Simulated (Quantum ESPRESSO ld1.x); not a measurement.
The lutetium ion Lu3+, 68 electrons, occupied as [Xe] 4f14.

All-electron calculation, scalar-relativistic Kohn-Sham, LDA (Slater exchange, VWN5 correlation), spin-polarised, spherical densities, point nucleus. Program: ld1.x of Quantum ESPRESSO 7.5.

Energy parts (eV):
part                     energy
total                 -396008.2
kinetic                432668.0
electron-nucleus      -974335.6
Hartree                153569.1
exchange-correlation    -7909.7

Orbitals (lengths in bohr, moments of r in powers of bohr; <r^-3> diverges for s and p1/2; r(90%) holds 90 % of the orbital's charge):
| orbital | occ. | eigenvalue (eV) | r(90%) | <r^-3> |
|---|---|---|---|---|
| 1s | 2 | -63218.391 | 0.0351 | - |
| 2s | 2 | -10784.672 | 0.127 | - |
| 2p | 6 | -9494.391 | 0.119 | 16850 |
| 3s | 2 | -2464.082 | 0.312 | - |
| 3p | 6 | -2076.953 | 0.318 | 3695 |
| 3d | 10 | -1611.443 | 0.299 | 483.3 |
| 4s | 2 | -511.300 | 0.687 | - |
| 4p | 6 | -384.230 | 0.740 | 845.2 |
| 4d | 10 | -218.499 | 0.824 | 93.28 |
| 5s | 2 | -88.035 | 1.68 | - |
| 5p | 6 | -58.272 | 2.01 | 110.4 |
| 4f | 14 | -36.580 | 1.23 | 13.97 |

The highest occupied level is 4f at -36.580 eV. Summed over all electrons, <r^2> = 31.90 bohr^2, which gives a Langevin (diamagnetic) susceptibility term of -25.3 x 10^-6 cm^3/mol. The density falls to 0.001 e/bohr^3 at r = 3.05 bohr.
